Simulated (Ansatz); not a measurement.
`N[SiH2][SeH]`, 8 atoms. Total charge 0; spin multiplicity 1. Correlated methods include outer-core shells of Se, which these sets cover unevenly. Scalar relativity is left out up to krypton. All runs use 2 threads of an Arm Neoverse V1 on a shared host. Correlated methods freeze the cores.

How many basis functions does each run have, and how long does it take in Ansatz? RHF-MP2/def2-QZVPP energy; RKS HSE06 (plane-wave form)-D4/def2-TZVPP energy; RKS PBE0-D4/def2-TZVP relaxation (26 steps); RHF-CCSD(T)/def2-TZVPP energy; RKS SPW92 (LDA)/def2-TZVPP energy; direct RPA on PBE orbitals/def2-TZVPP energy; RKS ωB97M-V/def2-QZVPP energy; RKS PBE0-D4/def2-TZVP frequencies; RKS PBE-D4/def2-TZVPP energy and forces; RKS r2SCANh-D4/def2-TZVPP energy; RHF-CCSD(T)/def2-SVP energy; RKS PBE0-D4/def2-QZVPP energy. (Best estimate.)

The calculation gave: Other jobs shared the machine, so times are rough.

| level | job | functions | wall time | peak host memory (GiB) |
| --- | --- | --- | --- | --- |
| RKS SPW92 (LDA)/def2-TZVPP | energy | 191 | 1.4 s | 0.21 |
| RKS PBE-D4/def2-TZVPP | energy and forces | 191 | 2.8 s | 0.22 |
| RHF-CCSD(T)/def2-SVP | energy | 89 | 4.1 s | 0.28 |
| RKS HSE06 (plane-wave form)-D4/def2-TZVPP | energy | 191 | 4.1 s | 0.43 |
| direct RPA on PBE orbitals/def2-TZVPP | energy | 191 | 5.5 s | 0.39 |
| RKS r2SCANh-D4/def2-TZVPP | energy | 191 | 6.5 s | 0.46 |
| RKS PBE0-D4/def2-QZVPP | energy | 366 | 10 s | 1.1 |
| RHF-MP2/def2-QZVPP | energy | 366 | 23 s | 1.5 |
| RKS ωB97M-V/def2-QZVPP | energy | 366 | 24 s | 1.2 |
| RHF-CCSD(T)/def2-TZVPP | energy | 191 | 86 s | 2 |
| RKS PBE0-D4/def2-TZVP | relaxation (26 steps) | 146 | 92 s | 0.33 |
| RKS PBE0-D4/def2-TZVP | frequencies | 146 | 2 min | 0.33 |
